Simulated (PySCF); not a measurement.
## How methods differ on the ionisation energy of Pm+

Pm+ [Xe] 4f5 6s1 [4f5/2^5 6s1/2^1, M_J = 2] → Pm(2+) [Xe] 4f5 [4f5/2^5, M_J = 5/2], as a difference of total energies. Computed with PySCF 2.14 in x2c-TZVPall-2c (11s11p10d4f1g, 131 functions), with the two-component X2C-1e Hamiltonian. Correlated levels: [Ar] 3d10 frozen; the 18 highest virtual spinors dropped. "Screened" scales the spin-orbit matrix elements by Boettger's factors to mimic the two-electron term; Breit and QED terms are absent.

```json
{"method": "GHF (spin-free)", "ionisation energy (eV)": "10.182"}
{"method": "GMP2 (spin-free)", "ionisation energy (eV)": "10.962"}
{"method": "GHF (screened spin-orbit)", "ionisation energy (eV)": "10.184"}
{"method": "GMP2 (screened spin-orbit)", "ionisation energy (eV)": "10.961"}
```

How much does correlation contribute at GMP2 (screened spin-orbit)?

10.961 − (10.184) = 0.777 eV, measured against GHF (screened spin-orbit).

The spin-free rows relax to the high-spin LS determinant and lack the spin-orbit shift.

The labels give the starting determinants; with spin-orbit coupling the two ends relaxed to ⟨J²⟩ = 11.43, ⟨L²⟩ = 29.88, ⟨S²⟩ = 11.94 and ⟨J²⟩ = 13.17, ⟨L²⟩ = 29.87, ⟨S²⟩ = 8.71.

The determinant of Pm+ and of Pm(2+) mixes levels of different J (the jj label is only the starting occupation), so the difference between spin-free and spin-orbit rows is not the physical spin-orbit shift.

For comparison: 10.938 ± 0.02 eV (semi-empirical (NIST evaluation); NIST Atomic Spectra Database, ionization energies).
